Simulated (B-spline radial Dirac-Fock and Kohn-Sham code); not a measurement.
## X-ray form factors of thallium in several charge states

Method: configuration-average Dirac-Fock orbitals. Computed with a radial B-spline solver.

Configurations: Tl [Xe] 4f14 5d10 6s2 6p1; Tl⁺ [Xe] 4f14 5d10 6s2; Tl³⁺ [Xe] 4f14 5d10. The first column is f₀ of Tl, the others are differences from it.

| s (Å⁻¹) | Tl | Δ Tl⁺ | Δ Tl³⁺ |
| --- | --- | --- | --- |
| 0 | 81.000 | -1.000 | -3.000 |
| 0.1 | 76.715 | -0.215 | -1.320 |
| 0.2 | 68.833 | +0.086 | +0.097 |
| 0.3 | 60.984 | +0.018 | +0.248 |
| 0.4 | 54.074 | -0.013 | +0.059 |
| 0.5 | 48.272 | -0.010 | -0.055 |
| 0.7 | 39.334 | +0.002 | -0.035 |
| 0.9 | 32.560 | +0.002 | +0.017 |
| 1.1 | 27.110 | 0.000 | +0.018 |
| 1.4 | 21.109 | -0.001 | -0.002 |
